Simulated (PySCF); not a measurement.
System: 2-methyl-3-methylselanylprop-1-ene, C5H10Se (charge 0, singlet). SMILES: C=C(C)C[Se]C
Geometry from a B3LYP-D3(BJ)/def2-TZVP (Ansatz) optimisation:
```xyz
16

C     -2.3715     0.7607     0.1089
C     -1.2879     0.6470     0.8723
C     -0.8171     1.7571     1.7685
C     -0.4671    -0.6109     0.8982
Se     0.7002    -0.8769    -0.6892
C      1.5557     0.8851    -0.7353
H     -2.6944    -0.0460    -0.5374
H     -2.9599     1.6691     0.0941
H      0.2195     2.0271     1.5512
H     -0.8444     1.4443     2.8166
H     -1.4352     2.6479     1.6609
H     -1.0948    -1.5005     0.8849
H      0.1682    -0.6521     1.7809
H      0.8053     1.6592    -0.8757
H      2.1283     1.0600     0.1729
H      2.2285     0.8725    -1.5903
```

Dispersion corrections to the total energy (kcal/mol) from the dftd3 and dftd4 libraries through PySCF: D3(BJ) without and D4 with the three-body term, each with the damping fitted for the functional named.

```tsv
functional	D3(BJ)	D4
revPBE	-23.51	-27.87
B3LYP	(withheld)	-14.58
HSE06	-6.59	(withheld)
BP86	-15.37	-12.40
BHLYP	-12.84	(withheld)
BLYP	-20.08	-19.86
TPSSh	-11.23	-11.28
```

Task: Some entries are withheld; supply them.

Result: 
- B3LYP, D3(BJ): -16.44
- HSE06, D4: -7.27
- BHLYP, D4: -10.83
